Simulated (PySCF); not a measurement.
# [Lu(HCN)]3+ at several levels of theory

Computed with PySCF 2.14.0 (density fitting, no spin-orbit coupling) at the geometry relaxed with PBE0:

```xyz
4
[Lu(HCN)]3+ (singlet in the valence; each metal's 4f electrons, 14 of them, lie in its core potential, out of spins and levels)
Lu    0.0000    0.0000   -0.1974
N     0.0000    0.0000    1.9473
C     0.0000    0.0000    3.1142
H     0.0000    0.0000    4.2326
```

| level | basis | state | HOMO (eV) | gap (eV) | charge on Lu1 (e) | population of f-type functions on Lu1 (polarisation alone where 4f lies in the core) | dipole about the centre of mass (D) | largest force component (eV/Å) |
| --- | --- | --- | --- | --- | --- | --- | --- | --- |
| PBE0 | Lu lcecp-1-SVP with ECP60, N def2-SVP, C def2-SVP, H def2-SVP | singlet | -27.47 | 7.37 | 2.46 | 0.02 | 5.56 | 0.00 |
| M06-L | the same | singlet | -26.23 | 5.85 | 2.49 | 0.02 | 5.52 | 0.54 |
| PBE0 | Lu lcecp-1-TZVP with ECP60, N def2-TZVP, C def2-TZVP, H def2-TZVP | singlet | -27.38 | 7.31 | 2.57 | 0.02 | 5.62 | 0.86 |

In the lcecp rows the 4f levels are missing from HOMO and gap, and the state counts the valence alone.

Charges are Mulliken's, which hang on the basis. The relaxation used the grid (50, 194), these runs (75, 302) or, all-electron (x2c bases, spin-free X2C Hamiltonian), (99, 590).

**Question.** What does wB97X with Lu lcecp-1-SVP with ECP60, N def2-SVP, C def2-SVP, H def2-SVP give here?

**Answer.** state singlet, HOMO (eV) -29.80, gap (eV) 12.34, charge on Lu1 (e) 2.48, population of f-type functions on Lu1 (polarisation alone where 4f lies in the core) 0.02, dipole about the centre of mass (D) 5.25, largest force component (eV/Å) 0.54. Time: 8 s on 2 threads of Intel(R) Xeon(R) Processor @ 2.50GHz (Skylake/Cascade Lake), on a shared host, from an already converged density.

In the first row's basis the gap widens with exact exchange: 5.9 eV for M06-L (none); 7.4 eV for PBE0 (a fixed share); 12.3 eV for wB97X (rising or full at long range).

An lcecp potential fixes the number of 4f electrons, so in runs with it no electron can move into or out of that shell.
